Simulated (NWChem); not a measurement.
# iodine (I$_{2}$); SMILES II

Computed with NWChem. Coordinates come from a PBE0-D3(BJ)/def2-TZVP optimisation. def2 effective core potentials on I; no spin-orbit coupling.

Task: Taking TPSS/def2-QZVP as the yardstick, which of these has the fewest basis functions while keeping “highest occupied level (eV)” within 0.05 eV of it: TPSS/def2-SVPD; TPSS/def2-TZVPP; TPSS/def2-SVP; TPSS/def2-TZVP?

Result: TPSS/def2-SVPD.
| level | basis functions | highest occupied level (eV) | relative time (rough) |
|---|---|---|---|
| TPSS/def2-SVP | 52 | -6.28 | 1 |
| TPSS/def2-SVPD | 70 | -6.36 | 2 |
| TPSS/def2-TZVP | 100 | -6.33 | 4 |
| TPSS/def2-TZVPP | 100 | -6.33 | 4 |
| TPSS/def2-QZVP | 164 | -6.34 | 10 |

The yardstick is one finite set, not the basis-set limit.
